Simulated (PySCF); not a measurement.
Electron correlation in Ti (titanium, neutral)

[Ar] 3d1 4s2 5s1, high-spin 3D determinant (an excited configuration). All numbers are calculated (PySCF 2.14, the spin-free X2C one-electron Hamiltonian (Gaussian nucleus), in aug-cc-pwCVTZ-DK (10s9p7d4f3g, 127 functions)). Frozen: [Ar]; 4 electrons correlated.

MP2 pair energies summed by pair of shells (mhartree):

| pair | energy | share (%) |
| --- | --- | --- |
| 4s-4s | -25.13 | 63.9 |
| 3d-4s | -8.36 | 21.3 |
| 4s-5s | -5.51 | 14.0 |
| 3d-5s | -0.31 | 0.8 |

Total MP2 correlation energy: -39.31 mhartree.

Same-spin part -5.60 and opposite-spin part -33.71 mhartree; SCS-MP2 scales them by 1/3 and 6/5 to -42.32 mhartree.
